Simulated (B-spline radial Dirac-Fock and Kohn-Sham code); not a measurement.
Magnetic form factor of the 4d shell of Hf³⁴⁺

System: the Hf³⁴⁺ ion, [Kr] 4d2.

The run's input, task.json:

```json
{"items": [{
  "Z": 72,
  "q": 34,
  "cfg": [[1, 0, 2], [2, 0, 2], [2, 1, 6], [3, 0, 2], [3, 1, 6], [3, 2, 10], [4, 0, 2], [4, 1, 6], [4, 2, 2]],
  "A": 180,
  "rrms": 5.347,
  "do": ["scatter"],
  "s": [0.0, 0.05, 0.1, 0.15, 0.2, 0.25, 0.3, 0.35, 0.4, 0.45, 0.5, 0.6, 0.7, 0.8, 0.9, 1.0, 1.1, 1.2, 1.4, 1.6, 1.8, 2.0, 2.5, 3.0, 3.5, 4.0, 5.0, 6.0],
  "pz": [0, 0.1, 0.2, 0.3, 0.4, 0.5, 0.6, 0.8, 1.0, 1.2, 1.4, 1.6, 1.8, 2.0, 2.5, 3.0, 4.0, 5.0, 7.0, 10.0, 15.0, 20.0, 30.0, 40.0, 60.0, 100.0],
  "hv_scatter": [1000, 2000, 5000, 10000, 17479.3, 20000, 30000, 50000]
}]}
```

Command: `python xray_run.py task.json out`

Method: Dirac-Fock orbitals of the configuration average with a finite nucleus. Computed with a radial atomic solver. ⟨j_K⟩ is the integral of the 4d radial density with the spherical Bessel function j_K(4πsr), s = sin θ/λ.

```csv
s (Å⁻¹),⟨j0⟩,⟨j2⟩,⟨j4⟩
0,1.0000,0.0000,0.0000
0.05,0.9959,0.0016,0.0000
0.1,0.9838,0.0065,0.0000
0.15,0.9639,0.0144,0.0001
0.2,0.9365,0.0251,0.0002
0.25,0.9024,0.0383,0.0005
0.3,0.8622,0.0536,0.0011
0.35,0.8166,0.0706,0.0020
0.4,0.7667,0.0888,0.0033
0.45,0.7132,0.1076,0.0051
0.5,0.6573,0.1266,0.0075
0.6,0.5418,0.1630,0.0142
0.7,0.4276,0.1945,0.0236
0.8,0.3210,0.2182,0.0355
0.9,0.2268,0.2326,0.0496
1,0.1480,0.2369,0.0648
1.1,0.0860,0.2316,0.0804
1.2,0.0408,0.2180,0.0951
1.4,-0.0060,0.1733,0.1181
1.6,-0.0104,0.1189,0.1287
```

Radial moments of the shell: ⟨r²⟩ = 0.2215, ⟨r⁴⟩ = 0.07159, ⟨r⁶⟩ = 0.03050 in powers of bohr.
